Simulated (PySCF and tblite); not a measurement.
Results of a calculation; reference values are marked as such.
# Conformers and averaged properties: C₇H₇FO, numbered as in [CH3:1][O:2][c:3]1[cH:4][cH:5][cH:6][cH:7][c:8]1[F:9]

Free energies: PBE0-D3(BJ)/pcSseg-1 on GFN2-xTB structures plus GFN2-xTB thermal terms, symmetry and mirror images included. Conformers within 3 kcal/mol (GFN2-xTB free energy) were kept, 10 at most. GIAO shieldings: PBE0/pcSseg-1. Shifts are against TMS (¹H), TMS (¹³C), CFCl3 (¹⁹F) at the same level. (PySCF 2.14, tblite 0.8.)

Torsions listed: C1–O2–C3–C4.

```csv
conformer,shape,symmetry,E(GFN2) kcal/mol,E(DFT) kcal/mol,G(298.15 K) kcal/mol,weight %,dipole D
1,0°,Cs,0.00,0.00,0.00,94.3,2.62
2,180°,Cs,0.11,1.56,1.66,5.7,0.01
```

Weights (%) against temperature:

```csv
T (K),1,2,S(mix) cal/mol/K
150,99.5,0.5,0.06
200,98.3,1.7,0.17
250,96.4,3.6,0.31
298.15,94.3,5.7,0.43
400,89.7,10.3,0.66
```

Averaged shifts at 298.15 K. ¹H: 7.40 (H7, 1H), 7.29 (H5, 1H), 7.13 (H6, 1H), 6.89 (H4, 1H), 3.98 (H1, 3H) ppm. ¹³C: 162.4 (C8), 155.2 (C3), 128.9 (C5), 125.3 (C6), 122.8 (C7), 115.7 (C4), 55.9 (C1) ppm. ¹⁹F: -140.6 (F9) ppm.

Coordinates of conformer 1 (Å):

```xyz
16

C    -2.661   -0.038   -0.430
O    -1.705    0.660    0.329
C    -0.401    0.306    0.210
C     0.097   -0.701   -0.609
C     1.456   -0.973   -0.647
C     2.345   -0.251    0.126
C     1.872    0.758    0.950
C     0.521    1.024    0.983
F     0.066    2.008    1.788
H    -3.620    0.410   -0.176
H    -2.678   -1.102   -0.173
H    -2.481    0.076   -1.504
H    -0.572   -1.282   -1.224
H     1.816   -1.760   -1.291
H     3.401   -0.467    0.092
H     2.536    1.343    1.566
```

Coordinates of conformer 2 (Å):

```xyz
16

C     2.589    0.796    0.235
O     1.770   -0.056   -0.537
C     0.441   -0.140   -0.281
C    -0.272   -1.015   -1.107
C    -1.630   -1.203   -0.964
C    -2.330   -0.518    0.016
C    -1.651    0.352    0.846
C    -0.288    0.536    0.697
F     0.307    1.410    1.554
H     2.284    1.842    0.144
H     3.592    0.677   -0.172
H     2.590    0.509    1.289
H     0.288   -1.540   -1.865
H    -2.144   -1.887   -1.621
H    -3.393   -0.659    0.135
H    -2.159    0.904    1.622
```

Unscaled ¹⁹F shifts at such levels can be off by tens of ppm; differences between conformers or isomers are more reliable. Shifts are unscaled: against experiment ¹³C can be off by 15 ppm or more and ¹H by 0.8 ppm.

Search and properties took 45 s on 1 thread of Arm Neoverse V2 (shared host) (rough), launched as `OMP_NUM_THREADS=1 python ens_run.py task.json out`.


Conformer gaps in pcSseg-1 on xTB geometries can be 2 kcal/mol off for S=O, P=O and other polar bonds.